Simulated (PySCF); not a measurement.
C9H6N4, SMILES C1=CC2=NC=CC3=NC=NC(=C1)N23.

Geometry optimised at B3LYP-D3(BJ)/def2-SVP.

Method: PySCF with TDA-PBE/def2-SVP.

Vertical excitations. The molecule is in vacuum. State labels are in the subgroup Cs.

```json
[
 {"state": "S1", "symmetry": "A'", "energy (eV)": "1.93", "λ (nm)": "644", "f": "0.001", "main pairs": "HOMO→LUMO 99 %"},
 {"state": "S2", "symmetry": "A\"", "energy (eV)": "2.86", "λ (nm)": "433", "f": "0.000", "main pairs": "HOMO−1→LUMO 100 %"},
 {"state": "S3", "symmetry": "A\"", "energy (eV)": "3.35", "λ (nm)": "370", "f": "0.000", "main pairs": "HOMO−2→LUMO 100 %"},
 {"state": "S4", "symmetry": "A'", "energy (eV)": "3.66", "λ (nm)": "339", "f": "0.065", "main pairs": "HOMO→LUMO+1 72 %, HOMO−3→LUMO 23 %"},
 {"state": "S5", "symmetry": "A\"", "energy (eV)": "3.97", "λ (nm)": "312", "f": "0.001", "main pairs": "HOMO−1→LUMO+1 98 %"},
 {"state": "S6", "symmetry": "A'", "energy (eV)": "3.98", "λ (nm)": "311", "f": "0.156", "main pairs": "HOMO→LUMO+2 77 %, HOMO−5→LUMO 13 %"},
 {"state": "T1", "symmetry": "A'", "energy (eV)": "1.70", "λ (nm)": "728", "f": "0", "main pairs": "HOMO→LUMO 100 %"},
 {"state": "T2", "symmetry": "A'", "energy (eV)": "2.54", "λ (nm)": "488", "f": "0", "main pairs": "HOMO→LUMO+1 99 %"}
]
```
Triplets are in the Tamm–Dancoff approximation.
